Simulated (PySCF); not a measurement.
## Electronic structure of Cr⁺ (chromium, charge +1) at the UHF level

Configuration: [Ar] 3d4 4p1, one real determinant (an excited configuration). All numbers are calculated (PySCF 2.14, scalar relativity by spin-free X2C-1e, in x2c-TZVPPall).

```json
{"Total energy": "-1049.243005 hartree", "One-electron energy": "-1435.3451 hartree", "Hartree (Coulomb) energy": "433.9305 hartree", "Exchange energy": "-47.8285 hartree", "⟨S²⟩": "8.7515", "⟨L²⟩": "8.015", "Sum of ⟨r⟩": "18.33 bohr", "Sum of ⟨r²⟩": "31.84 bohr²", "Traceless quadrupole moment −½Σ⟨3z² − r²⟩ along its main axis": "-5.61 e·bohr²", "Langevin diamagnetic susceptibility": "-25.2 ×10⁻⁶ cm³/mol"}
```

```json
{"shell": "1s α", "electrons": "1", "mean orbital energy (hartree)": "-222.56909", "spread (hartree)": "0", "rms radius, mean of both spins (bohr)": "0.0734"}
{"shell": "1s β", "electrons": "1", "mean orbital energy (hartree)": "-222.56660", "spread (hartree)": "0", "rms radius, mean of both spins (bohr)": "0.0734"}
{"shell": "2s α", "electrons": "1", "mean orbital energy (hartree)": "-27.15903", "spread (hartree)": "0", "rms radius, mean of both spins (bohr)": "0.316"}
{"shell": "2s β", "electrons": "1", "mean orbital energy (hartree)": "-27.06636", "spread (hartree)": "0", "rms radius, mean of both spins (bohr)": "0.316"}
{"shell": "2p α", "electrons": "3", "mean orbital energy (hartree)": "-22.79693", "spread (hartree)": "0.00345", "rms radius, mean of both spins (bohr)": "0.287"}
{"shell": "2p β", "electrons": "3", "mean orbital energy (hartree)": "-22.70232", "spread (hartree)": "0.02553", "rms radius, mean of both spins (bohr)": "0.287"}
{"shell": "3s α", "electrons": "1", "mean orbital energy (hartree)": "-4.03416", "spread (hartree)": "0", "rms radius, mean of both spins (bohr)": "0.965"}
{"shell": "3s β", "electrons": "1", "mean orbital energy (hartree)": "-3.72522", "spread (hartree)": "0", "rms radius, mean of both spins (bohr)": "0.965"}
{"shell": "3p α", "electrons": "3", "mean orbital energy (hartree)": "-2.78127", "spread (hartree)": "0.04680", "rms radius, mean of both spins (bohr)": "1.04"}
{"shell": "3p β", "electrons": "3", "mean orbital energy (hartree)": "-2.40284", "spread (hartree)": "0.06241", "rms radius, mean of both spins (bohr)": "1.04"}
{"shell": "3d α", "electrons": "4", "mean orbital energy (hartree)": "-0.89920", "spread (hartree)": "0.04164", "rms radius, mean of both spins (bohr)": "1.36"}
{"shell": "4p α", "electrons": "1", "mean orbital energy (hartree)": "-0.37358", "spread (hartree)": "0", "rms radius, mean of both spins (bohr)": "3.92"}
```

⟨L²⟩ = 8.02 against 12 for a pure F term, so this real determinant mixes terms.

Densities and radii are taken from the X2C orbitals without a picture-change correction, which distorts them close to the nucleus.

Spin-orbit constants ζ (cm⁻¹) from the X2C one-electron operator on these orbitals: bare nucleus, nucleus screened by l(l+1)(2l+1)/3 electrons, and screened by the Breit-Pauli mean field of the electrons.

| shell | bare | screened nucleus | mean field |
| --- | --- | --- | --- |
| 2p | 49240 | 45140 | 43240 |
| 3p | 5744 | 5266 | 5012 |
| 3d | 474.0 | 276.5 | 243.4 |
| 4p | 283.6 | 260.0 | 245.5 |

To first order the Landé constant is A = 48.81 cm⁻¹, so the lowest level has J = 1/2 and lies 0.0605 eV below the centre of the term. This holds in LS coupling only.
